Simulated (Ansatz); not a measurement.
**A geometry optimisation of BrF2GeHSn with PBE-D3(BJ)/def2-SVP**

The starting geometry of this gas-phase singlet was optimised with GFN2-xTB.

```yaml
atoms:
  - { symbol: Br, position_ang: [-1.3476, -1.6861, -0.2147] }
  - { symbol: F, position_ang: [0.9764, 0.6877, -0.1824] }
  - { symbol: F, position_ang: [1.6399, -1.1024, -1.9864] }
  - { symbol: Ge, position_ang: [1.5930, -1.1508, -0.1743] }
  - { symbol: Sn, position_ang: [-1.5172, 0.7667, -0.9870] }
  - { symbol: H, position_ang: [-1.9903, 1.3045, 0.7308] }
```

**Question.** Predict what it relaxes into with PBE-D3(BJ)/def2-SVP.

**Answer.** New bonds form, giving a structure with Br1 bridging Sn5 and Ge4, F2 bridging Sn5 and Ge4, given below by its coordinates. Contacts that close: Br1–Ge4 (2.99 → 2.68 Å), F2–Sn5 (2.62 → 2.23 Å).

The energy falls by 0.40 eV over 13 steps:

```tsv
step	E − E(last) (eV)
1	0.401
2	0.069
4	0.012
5	0.006
6	0.001
8	0.000
9	0.000
10	0.000
12	0.000
13	0.000
```

Final geometry (Å):

| atom | x (Å) | y (Å) | z (Å) |
| --- | --- | --- | --- |
| Br | -1.1560 | -1.8236 | -0.1562 |
| F | 0.7701 | 0.6857 | -0.1007 |
| F | 1.4846 | -1.0454 | -1.9838 |
| Ge | 1.4363 | -1.1452 | -0.2067 |
| Sn | -1.2699 | 0.8389 | -0.9951 |
| H | -1.9108 | 1.3093 | 0.6285 |

Frequencies at the end are all real (lowest 36 cm⁻¹). Atoms past krypton carry core potentials, without spin–orbit terms. Run with Ansatz 0.2.0, 15 s on 2 threads of Intel(R) Xeon(R) 6975P-C (Granite Rapids) (shared host).
